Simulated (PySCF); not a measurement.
**Simulated absorption spectrum**

Species: C6H9GeN.
Numbering: `[CH3:1]/[N:2]=[CH:3]/[C:4]1=[CH:5][GeH2:6][CH:7]=[CH:8]1` (hydrogens: H9, H10, H11 on C1; H12 on C3; H13 on C5; H14, H15 on Ge6; H16 on C7; H17 on C8)

Method used: PySCF, TDDFT B3LYP/def2-SVPD, vertical, gas phase, core orbitals frozen in the response. The structure is a single PBE0-D3(BJ)/def2-SVP conformer in the gas phase; no vibrational or solvent corrections. Relativistic effects, spin–orbit coupling among them, are left out although an element past zinc is present. Torsions of this conformer, `[CH3:1]/[N:2]=[CH:3]/[C:4]1=[CH:5][GeH2:6][CH:7]=[CH:8]1`: N2–C3–C4–C5 0°.

Computed states:

| state | E (eV) | f |
| --- | --- | --- |
| S1 | 3.82 | 0.0023 |
| S2 | 3.83 | 0.033 |
| S3 | 5.11 | 0.0014 |
| S4 | 5.12 | 0.059 |
| S5 | 5.54 | 0.0069 |
| S6 | 5.72 | 0.596 |
| S7 | 5.83 | 0.0000 |
| S8 | 5.94 | 0.0010 |
| S9 | 6.01 | 0.0052 |
| S10 | 6.39 | 0.017 |

Broadening: Gaussians 0.25 eV wide at half height, area fixed by f = 4.319×10⁻⁹ ∫ε dν̃. The width is an assumption, not a result. The curve ends short of the highest state used, and states not computed would add to its high-energy end.

Question: What does the envelope look like, and where are its maxima?

Answer: 
(E (eV), ε (L mol⁻¹ cm⁻¹)): (3.45, 6), (3.49, 23), (3.53, 71), (3.58, 239), (3.62, 542), (3.66, 1065), (3.70, 1816), (3.75, 2898), (3.79, 3590), (3.83, 3859), (3.88, 3460), (3.92, 2702), (3.96, 1831), (4.00, 1077), (4.05, 454), (4.09, 194), (4.13, 72), (4.17, 23), (4.22, 5), (4.26, 1), (4.30, 0), (4.34, 0), (4.39, 0), (4.43, 0), (4.47, 0), (4.52, 0), (4.56, 0), (4.60, 0), (4.64, 0), (4.69, 2), (4.73, 7), (4.77, 26), (4.81, 84), (4.86, 302), (4.90, 716), (4.94, 1473), (4.98, 2628), (5.03, 4442), (5.07, 5762), (5.11, 6486), (5.15, 6336), (5.20, 5044), (5.24, 3593), (5.28, 2253), (5.33, 1169), (5.37, 937), (5.41, 1451), (5.45, 3165), (5.50, 8342), (5.54, 16228), (5.58, 27927), (5.62, 42131), (5.67, 58129), (5.71, 64303), (5.75, 61818), (5.79, 51638)

Maxima: 324 nm (3.83 eV), ε about 3900, made up of S2 (93%); 242 nm (5.12 eV), ε about 6500, made up of S4 (98%); 217 nm (5.72 eV), ε about 65000, made up of S6 (100%) (ε in L mol⁻¹ cm⁻¹; maxima over ε = 5, shares over 10%).

Question: Coming from long wavelengths, where does ε first pass 100 L mol⁻¹ cm⁻¹?

Answer: At about 350 nm (3.54 eV), 0.28 eV below S1.

Question: What would ε be at 5.72 eV, the highest of these maxima, with half the width (0.125 eV)?

Answer: About 129000 L mol⁻¹ cm⁻¹ against 64500, a factor of about 1.99; a lone state at its own centre would give exactly 2.

Question: On this curve, what absorbance would a 10⁻⁵ mol/L sample give at 355 nm over a 1 cm path?

Answer: 355 nm is 3.493 eV, where ε is about 24 L mol⁻¹ cm⁻¹, so A = ε c l ≈ 0.00024 (Beer–Lambert, with the gas-phase spectrum and the assumed width).

The vertical ionisation energy (ΔSCF) is 8.30 eV, 1.91 eV above S10.
